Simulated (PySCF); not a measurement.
**Be₄, singlet: data card**

All numbers come from PySCF, PBE0, basis Be def2-TZVP (no relativity, density fitting).

The structure is a saddle point with 1 imaginary mode.

Z-matrix (Å, degrees; charge 0 multiplicity 1):
```
Be
Be 1 2.1311
Be 1 1.9968 2 57.75
Be 1 1.9968 2 57.75 3 180.00
```

```json
{
 "Point group": "D2h",
 "Bond lengths": "Be–Be 1.997 Å (×4), Be–Be 2.131 Å",
 "Bond angles": "Be–Be–Be 57.7° (×4), Be–Be–Be 64.5° (×2), Be–Be–Be 115.5° (×2)",
 "Highest occupied level": "-4.63 eV",
 "Dipole moment": "0.00 D",
 "Lowest empty level": "-3.37 eV",
 "Principal quadrupole moments (Buckingham, traceless) about the centre of mass": "-14.25, -5.29, 19.54 D Å",
 "Zero-point energy (real modes)": "17.6 kJ/mol",
 "Principal polarisabilities": "149.7, 164.2, 339.5 bohr³",
 "Rotational constants": "0.8238, 0.328, 0.2346 cm⁻¹",
 "Atomisation energy without zero-point energy": "274 kJ/mol"
}
```

Harmonic modes (masses in u: Be 9.012):
```
symmetry  ω (cm⁻¹)  IR (km/mol)
     b3u      392i            –
      ag       401          0.0
     b2u       427         51.9
      ag       666          0.0
     b3g       722          0.0
     b1u       729         74.6
```

In D2h the vibrations span b3u + 2ag + b2u + b3g + b1u. The ag, b3g modes carry no infrared intensity, as symmetry demands. With a centre of inversion only u modes can be infrared active and only g modes Raman active.

Charges (e):
| atom | Mulliken | Löwdin | polar tensor | Mayer order to Be1 |
| --- | --- | --- | --- | --- |
| Be1 | 0.06 | -0.19 | 0.43 | – |
| Be2 | 0.06 | -0.19 | 0.43 | 0.72 |
| Be3,4 | -0.06 | 0.19 | -0.44 | 0.98 |
Other Mayer orders above 0.3: Be–Be 0.60, Be–Be 0.98 (×2).

Mulliken populations on Be1: s 2.80, p 1.09, d 0.04.

Only a few start shapes were tried, so a lower isomer may exist. At this level a singlet minimum of Td symmetry lies 187 kJ/mol below this structure. The small gap makes a closed-shell description doubtful.

The final relaxation and frequency run took of the order of 40 core-seconds on a shared host.
